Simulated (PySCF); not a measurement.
AsF2, multiplicity 2. Atoms are numbered in the order given.

```xyz
3

F      0.0000    -1.3041    -0.7497
As     0.0000     0.0000     0.4089
F      0.0000     1.3041    -0.7497
```
Charge 0, spin multiplicity 2.

The structure is a stationary point at B3LYP-D3(BJ)/def2-TZVP. The isomer is the one that the SMILES or the coordinates give; other isomers of the formula were not compared.

Level of theory: B3LYP-D3(BJ)/def2-TZVP in PySCF.

Frequencies are harmonic and unscaled.

```
mode  ν (cm⁻¹)  IR (km/mol)  moving atoms (share of kinetic energy)
----  --------  -----------  --------------------------------------
1          262          7.5                         F 86 %, As 14 %
2          665        125.3                         F 78 %, As 22 %
3          696         80.7                         F 80 %, As 20 %
```
